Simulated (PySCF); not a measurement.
B(CF3)(H)(OH) (CH2BF3O), SMILES OBC(F)(F)F.

Geometry optimised at B3LYP-D3(BJ)/def2-SVP. One conformer was computed; it need not be the lowest.

Method: TDA-PBE/def2-SVPD (PySCF).

Vertical excitations. The molecule is in vacuum. State labels are in the subgroup Cs.

### Question
List the lowest excited states. (An estimate is asked for; the answer gives what the named calculation found.)

### Answer

```tsv
state	symmetry	energy (eV)	λ (nm)	f	main pairs
S1	A"	6.02	206	0.000	HOMO→LUMO 99 %
S2	A'	7.49	166	0.001	HOMO→LUMO+1 98 %
S3	A'	7.62	163	0.002	HOMO−2→LUMO 59 %, HOMO−1→LUMO 39 %
S4	A"	7.91	157	0.002	HOMO−3→LUMO 69 %, HOMO−4→LUMO 30 %
S5	A'	8.26	150	0.052	HOMO−5→LUMO 67 %, HOMO−1→LUMO 16 %, HOMO−2→LUMO 14 %
S6	A"	8.42	147	0.041	HOMO−4→LUMO 67 %, HOMO−3→LUMO 26 %
S7	A"	8.71	142	0.004	HOMO−6→LUMO 96 %
S8	A'	8.78	141	0.036	HOMO→LUMO+2 99 %
S9	A'	9.07	137	0.085	HOMO→LUMO+3 58 %, HOMO−1→LUMO 12 %, HOMO−5→LUMO 11 %
S10	A'	9.16	135	0.015	HOMO→LUMO+3 30 %, HOMO−7→LUMO 19 %, HOMO−1→LUMO 17 %, HOMO−5→LUMO 12 %
T1	A"	5.35	232	0	HOMO→LUMO 100 %
T2	A'	6.79	183	0	HOMO−1→LUMO 67 %, HOMO−2→LUMO 28 %
T3	A"	7.22	172	0	HOMO−3→LUMO 82 %, HOMO−4→LUMO 15 %
T4	A'	7.30	170	0	HOMO→LUMO+1 99 %
```
Triplets are in the Tamm–Dancoff approximation.
